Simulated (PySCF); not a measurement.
Ge(I)(OMe) (CH3GeIO), SMILES C[O][Ge][I] (connectivity only; charge and spin as stated), neutral, multiplicity 1. Atoms are numbered in the order given.

```xyz
7

Ge     0.9435    -1.0800     0.0000
I     -0.1606     1.3148     0.0000
O     -0.4655    -2.1557     0.0000
C     -1.8679    -1.9959     0.0000
H     -2.1629    -0.9329     0.0000
H     -2.2910    -2.4847     0.8935
H     -2.2910    -2.4847    -0.8935
```
Charge 0, spin multiplicity 1.

Coordinates come from a B3LYP-D3(BJ)/def2-SVP optimisation. The structure was generated by enumeration; whether it is a known compound was not checked. The def2 effective core potentials stand for the cores of I; spin–orbit coupling is left out. Other conformers were not sampled.

All values below come from PBE/def2-TZVP run with PySCF.

ESP charges are fitted to the potential on shells at 1.4 to 2.0 van der Waals radii. Atomic charges (e):

```json
[
 {"atom": "Ge1", "ESP fit": "…", "Löwdin": "0.16", "Mulliken": "0.43"},
 {"atom": "I2", "ESP fit": "-0.17", "Löwdin": "-0.06", "Mulliken": "-0.30"},
 {"atom": "O3", "ESP fit": "…", "Löwdin": "-0.03", "Mulliken": "-0.32"},
 {"atom": "C4", "ESP fit": "-0.11", "Löwdin": "-0.39", "Mulliken": "-0.18"},
 {"atom": "H5", "ESP fit": "…", "Löwdin": "0.10", "Mulliken": "0.12"},
 {"atom": "H6", "ESP fit": "…", "Löwdin": "0.11", "Mulliken": "0.13"},
 {"atom": "H7", "ESP fit": "…", "Löwdin": "0.11", "Mulliken": "0.13"}
]
```

Some entries are withheld; supply them. (Estimate from the structure and the level; the computed values follow.)


- Ge1, ESP fit: 0.22
- O3, ESP fit: -0.19
- H5, ESP fit: 0.07
- H6, ESP fit: 0.09
- H7, ESP fit: 0.09
